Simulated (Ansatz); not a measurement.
C4H9Cl3Ge, SMILES `CC(C)[CH2][Ge]([Cl])([Cl])[Cl]`, charge 0, multiplicity 1.

(1) Give a relaxed structure at PBE0-D4/def2-TZVP (Ansatz). (Estimate.)

## Answers

(1) Computed: 
```xyz
17

C     1.795   -0.231   -1.052
C     0.522    0.300   -0.406
C    -0.615    0.365   -1.415
C     0.169   -0.561    0.804
Ge   -1.336    0.057    1.863
Cl   -1.183   -0.668    3.870
Cl   -3.231   -0.603    1.119
Cl   -1.410    2.194    1.964
H     2.090    0.394   -1.898
H     1.645   -1.249   -1.424
H     2.626   -0.252   -0.342
H     0.721    1.317   -0.049
H    -0.884   -0.636   -1.764
H    -1.514    0.823   -0.996
H    -0.322    0.956   -2.285
H    -0.077   -1.585    0.503
H     1.004   -0.619    1.508
```
This is one stationary point; other conformers may exist.
